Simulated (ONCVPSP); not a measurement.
Varying the ONCV potential for platinum

Base potential:

- Element: platinum (Pt)
- Generator: ONCVPSP 4.0.1
- Type: optimised norm-conserving Vanderbilt (ONCV)
- Functional: PBE
- Relativity: scalar-relativistic
- Frozen core: [Kr] 4d10 4f14
- Valence charge: 18
- Reference configuration: 5s2 5p6 5d9 6s0.5 6p0.5
- Partial waves: 5s+6s: rc 1.75 bohr, ncon 3, nbas 7, qcut 7.7 1/bohr, 2 projectors; 5p+6p: rc 1.45 bohr, ncon 4, nbas 9, qcut 11.7 1/bohr, 2 projectors; 5d: rc 2.40 bohr, ncon 4, nbas 8, qcut 6.9 1/bohr, 3 projectors, debl 2.6 Ha
- Local potential: polynomial inside 1.00 bohr (lpopt 5, dvloc0 0 Ha)
- Core correction: Teter function, fcfact 2.25, rcfact 1.1

Cutoffs, loose and tight: the cutoffs (Ha) at which the residual kinetic energy of the hardest occupied pseudo-wave falls to 1 and 0.1 mHa per electron. They do not see the model core or the augmentation charge, which bear on the density cutoff. Test errors are all-electron minus pseudo excitation energies from the reference, over the configurations 5s2 5p6 5d9 6s1 6p0; 5s2 5p6 5d9 6s0 6p0; 5s2 5p6 5d8 6s0 6p0; 5s2 5p6 5d9.5 6s0.5 6p0. A dash means not determined; rows that change the core or the reference have their own tests. The largest error is taken over the tests solved by every variant that gives reliable tests at all: 5s2 5p6 5d9 6s0 6p0; 5s2 5p6 5d9 6s1 6p0; 5s2 5p6 5d9.5 6s0.5 6p0.

```tsv
change	outcome	cutoff, loose	cutoff, tight	bound ghosts	GHOST(+) flags above zero	largest test error (meV)
base	generated	40 Ha	47 Ha	none	s, d	-2.5
local potential polynomial inside 1.00 bohr (lpopt 5, dvloc0 -2 Ha)	generated	40 Ha	47 Ha	none	s, p, d	-2.6
local potential polynomial inside 1.00 bohr (lpopt 5, dvloc0 -1 Ha)	generated	40 Ha	47 Ha	none	s, p, d	-2.5
local potential polynomial inside 1.00 bohr (lpopt 5, dvloc0 0.5 Ha)	generated	40 Ha	47 Ha	none	s, d	-2.5
local potential polynomial inside 1.00 bohr (lpopt 5, dvloc0 2 Ha)	generated	40 Ha	47 Ha	none	s, d	-2.5
local potential polynomial inside 1.00 bohr (lpopt 5, dvloc0 4 Ha)	generated	40 Ha	47 Ha	none	s, d	-2.5
local potential polynomial inside 1.00 bohr (lpopt 5, dvloc0 5.5 Ha)	generated	40 Ha	47 Ha	none	s	-2.5
local potential polynomial inside 1.00 bohr (lpopt 5, dvloc0 6.5 Ha)	generated	40 Ha	47 Ha	none	s	-2.6
local potential polynomial inside 1.00 bohr (lpopt 5, dvloc0 8 Ha)	generated	40 Ha	47 Ha	none	s	-2.6
local potential polynomial inside 1.00 bohr (lpopt 5, dvloc0 9.5 Ha)	generated	40 Ha	47 Ha	none	none	-2.6
```

Reading the sweep of the dvloc0 (base included, trends over the rows without a ghost): The loose cutoff stays near 40 Ha.
